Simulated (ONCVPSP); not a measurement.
**What one change does to a pseudopotential (thallium, ONCV)**

* Element: Tl (Z = 81)
* Generator: ONCVPSP 4.0.1
* Type: optimised norm-conserving Vanderbilt (ONCV)
* Functional: LDA (Perdew-Wang 92)
* Relativity: scalar-relativistic
* Frozen core: [Kr] 4d10 4f14
* Valence charge: 21
* Reference configuration: 5s2 5p6 5d10 6s2 (charge +1)
* Partial waves: 5s+6s: rc 1.40 bohr, ncon 4, nbas 7, qcut 7.2 1/bohr, 2 projectors; 5p: rc 1.55 bohr, ncon 3, nbas 6, qcut 7.6 1/bohr, 1 projector; 5d: rc 2.05 bohr, ncon 4, nbas 8, qcut 7.7 1/bohr, 1 projector
* Local potential: polynomial inside 0.90 bohr (lpopt 5, dvloc0 3 Ha)
* Core correction: polynomial model core, fcfact 0.7

Change: d: qcut 9.

Cutoffs: the cutoffs (Ha) at which the residual kinetic energy of the hardest occupied pseudo-wave falls to 1 and 0.1 mHa per electron; they do not see the model core or the augmentation charge, which bear on the density cutoff. Errors are all-electron minus pseudo energies relative to the spin-unpolarised reference configuration.

Question: Predict the effect on cutoff, ghosts and configuration errors.

Answer: The potential gets neither clearly harder nor softer (25 Ha and 58 Ha → 25 Ha and 58 Ha); the errors of the 4 common tests hardly move; the range in which the d phases agree narrows (upper end at the end of the scan → 1.1); neither file shows a bound ghost.

| quantity | base | changed |
| --- | --- | --- |
| cutoff, loose | 25 Ha | 25 Ha |
| cutoff, tight | 58 Ha | 58 Ha |
| loose cutoff by channel | s 25 Ha, p 17 Ha, d 21 Ha | s 25 Ha, p 17 Ha, d 24 Ha |
| bound ghosts | none | none |
| GHOST(+) flags under 300 eV | s at 40.9 eV | s at 40.9 eV |
| error for 5s2 5p6 5d10 6s2 6p1, meV [ΔE -5.40 eV] | +517 | +517 |
| error for 5s2 5p6 5d10 6s1, meV [ΔE 21.19 eV] | -9.5 | -9.3 |
| error for 5s2 5p6 5d10 6s0, meV [ΔE 51.79 eV] | -31 | -30 |
| error for 5s2 5p6 5d10 6s1 6p1, meV [ΔE 8.38 eV] | +846 | +844 |
| s: phases at 1.42 bohr within 0.05 rad from the reference energy up to (Ha; the scan ends near 5) | 1.1 | 1.1 |
| p: phases at 1.57 bohr within 0.05 rad from the reference energy up to (Ha; the scan ends near 5) | -0.9 | -0.9 |
| d: phases at 2.08 bohr within 0.05 rad from the reference energy up to (Ha; the scan ends near 5) | to the end of the scan | 1.1 |
| rms error of d²Exc/dni dnj with the model core, mHa | 1.27 | 1.27 |
